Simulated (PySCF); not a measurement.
F3H3HfO2, multiplicity 1. Atoms are numbered in the order given.

```xyz
9

Hf    -0.1442    -0.0111     0.0000
F      0.3847     0.8303    -1.6743
F     -0.0462    -1.9368     0.0000
F      0.3847     0.8303     1.6743
O     -2.0360     0.3330     0.0000
H     -2.9659     0.5585     0.0000
O      2.2335    -0.0761     0.0000
H      2.6310     0.3365     0.7817
H      2.6310     0.3365    -0.7817
```

Coordinates come from a B3LYP-D3(BJ)/def2-SVP optimisation. The spin state was assumed, not searched. The structure was generated by enumeration; whether it is a known compound was not checked. The def2 effective core potentials stand for the cores of Hf; spin–orbit coupling is left out. One conformer was computed; it need not be the lowest.

Calculation: PBE/def2-TZVP (PySCF).

ESP charges are fitted to the potential on shells at 1.4 to 2.0 van der Waals radii. Atomic charges (e):

```csv
atom,Mulliken,ESP fit,Löwdin
Hf1,1.46,1.66,0.58
F2,-0.44,-0.46,-0.25
F3,-0.40,-0.42,-0.22
F4,-0.44,-0.46,-0.25
O5,-0.62,-0.94,-0.26
H6,0.31,0.51,0.16
O7,-0.58,-0.74,-0.13
H8,0.36,0.42,0.19
H9,0.36,0.42,0.19
```
